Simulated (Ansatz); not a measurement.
Abridged output of a molecular run in Ansatz:

```
Functional definition: HF
1385 factors; integrals over basis functions are off by at most 1.2e-3 eV
mean field evaluation 1: about -6425.4797 eV, gradient 3.3e1 eV
mean field evaluation 2: about -6425.6595 eV, gradient 3.3e1 eV
mean field evaluation 4: about -6428.9353 eV, gradient 4.0e0 eV
mean field evaluation 8: about -6428.9816 eV, gradient 1.9e-4 eV
mean field -6428.98163153 eV, -236.2607172385 hartree, gradient 4.0e-6 eV, S^2 0.000000; 0 other end points of the search recorded, 0 dependent functions left out
6 core orbitals not correlated: weight in the atoms' cores, before any rotation towards them, 1.000 or more for the frozen orbitals, at most 0.000 for the correlated occupied ones
reference -6428.98163153 eV, -236.2607172385 hartree; 17, 17 occupied and 111, 111 virtual orbitals, 1385 factors
second order -22.06689796 eV of doubles, -0.00000000 eV of singles
cycle   1  -23.17742891 eV  change    -1.1e0 eV  update   1.1e-1
cycle   2  -23.83399944 eV  change   -6.6e-1 eV  update   3.3e-2
cycle   3  -23.96677276 eV  change   -1.3e-1 eV  update   1.7e-2
cycle   4  -23.96207266 eV  change    4.7e-3 eV  update   5.8e-3
cycle   5  -23.96220634 eV  change   -1.3e-4 eV  update   2.6e-3
cycle   6  -23.96192226 eV  change    2.8e-4 eV  update   9.0e-4
cycle   7  -23.96143668 eV  change    4.9e-4 eV  update   3.1e-4
cycle   8  -23.96145918 eV  change   -2.3e-5 eV  update   9.4e-5
cycle   9  -23.96145821 eV  change    9.7e-7 eV  update   3.0e-5
perturbative correction -0.80076893 eV, -0.0294277154 hartree
Total energy: -6453.74385867 eV, -237.1707123016 hartree
```

Its atoms:

```xyz
16

B    -1.319    0.025    1.637
N    -0.557   -0.238    0.494
C     0.217   -1.396    0.402
C     0.970   -1.786   -0.624
C    -0.527    0.689   -0.631
C     0.709    1.570   -0.640
H    -1.288   -0.755    2.543
H    -1.980    1.020    1.673
H     0.152   -2.011    1.293
H     1.504   -2.724   -0.558
H     1.083   -1.215   -1.536
H    -1.422    1.307   -0.563
H    -0.602    0.116   -1.560
H     0.707    2.216   -1.521
H     1.625    0.978   -0.654
H     0.729    2.205    0.247
```

Problem. Which basis set was used?
A. def2-TZVPP
B. cc-pV(Q+d)Z
C. def2-SVPD
D. def2-SVP

Solution. D. It gives 134 functions.

Problem. Write the keys of the input that set method, charge and spin (a neutral closed shell needs none for the last two).

Solution. 
```yaml
correlation: {method: ccsd_t}
```
